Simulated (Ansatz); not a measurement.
C₂H₃AlO₂ (`O=[C]1[CH2][Al]1[OH]`). Charge 0, multiplicity 1.

Cartesian coordinates in Å:
```
O -0.243 -0.332 -2.495
C -0.353 -0.178 -1.321
C -0.163 -1.114 -0.181
Al 0.222 0.739 0.332
O 0.761 1.559 1.702
H -1.067 -1.018 0.457
H 0.110 -2.159 -0.340
H 0.732 2.503 1.847
```

Question: What are the harmonic wavenumbers in cm⁻¹ at PBE0-D4/def2-TZVP (Ansatz, finite differences of forces, unscaled)? (Estimate.)

Answer: Ansatz gave: 90, 135, 286, 303, 420, 444, 544, 550, 598, 888, 900, 974, 1035, 1391, 1850, 2939, 3126, 3959.

Question: Is this a minimum?

Answer: Yes, all 18 modes are real.

Question: Give the ideal-gas thermochemistry at 298.15 K and 1 bar (rigid rotor, harmonic oscillator; point group C1, symmetry number 1).

Answer: Zero-point energy 122.2 kJ/mol; H(298) − E = 141.5 kJ/mol; entropy 328.5 J/(mol·K), of which translation 164.4, rotation 108.9, vibration 55.2; G(298) − E = 43.6 kJ/mol. Modes under 100 cm⁻¹ are hindered rotations or soft bends, so the harmonic entropy is rough.

Question: And at 400, 500, 600, 800 and 1000 K?

Answer: 
| T (K) | H − E (kJ/mol) | S (J/mol/K) | G − E (kJ/mol) |
| --- | --- | --- | --- |
| 400 | 152.2 | 359.2 | 8.5 |
| 500 | 163.9 | 385.4 | -28.8 |
| 600 | 176.6 | 408.5 | -68.5 |
| 800 | 204.0 | 447.8 | -154.3 |
| 1000 | 233.3 | 480.4 | -247.2 |
